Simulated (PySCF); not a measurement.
**Electron correlation in Sc (scandium, neutral)**

[Ar] 4s2 5s1, 2S determinant (an excited configuration). Calculation: PySCF 2.14, in aug-cc-pVDZ-DK; scalar relativity by spin-free X2C-1e. Frozen: [Ar]; 3 electrons correlated.

MP2 pair energies summed by pair of shells (mhartree):

```csv
pair,energy,share (%)
4s-4s,-22.07,81.1
4s-5s,-5.13,18.9
```

Total MP2 correlation energy: -27.20 mhartree.

Same-spin part -1.98 and opposite-spin part -25.22 mhartree; SCS-MP2 scales them by 1/3 and 6/5 to -30.92 mhartree.
